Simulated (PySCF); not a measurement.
**Radial density of Tl⁻ (thallium, charge -1)**

UHF, [Xe] 4f14 5d10 6s2 6p2, high-spin 3P determinant. Computed with PySCF 2.14 in def2-QZVPPD with the def2 core potential (60 electrons), with scalar relativity through the core potential. This is the valence pseudo-density: the core potential removes the inner electrons and smooths the orbitals near the nucleus.

| r (bohr) | 4πr²ρ (e/bohr) | 4πr²(ρα − ρβ) |
| --- | --- | --- |
| 0.0219 | 1.101e-05 | 0.0000 |
| 0.0369 | 1.991e-05 | 0.0000 |
| 0.0620 | 4.055e-05 | 0.0000 |
| 0.104 | 0.0001794 | 0.0000 |
| 0.175 | 0.001994 | 0.0000 |
| 0.295 | 0.05791 | 0.0001 |
| 0.496 | 2.540 | 0.0031 |
| 0.835 | 18.24 | 0.0032 |
| 1.40 | 11.13 | -0.0415 |
| 2.36 | 2.560 | 0.3304 |
| 3.97 | 0.6923 | 0.4373 |
| 6.68 | 0.1929 | 0.1858 |
| 11.2 | 0.01242 | 0.0124 |

Energies and moments cover only the electrons outside the core potential. Spin-orbit coupling is strong in this species (close to jj coupling), so the high-spin LS determinant is a model state, not a physical level.

Where is the radial spin density 4πr²(ρα − ρβ) most negative, and why is it negative at all?

Around r = 1.40 bohr, down to -0.0415 e/bohr: exchange with the open shell polarises the paired shells in an unrestricted calculation.
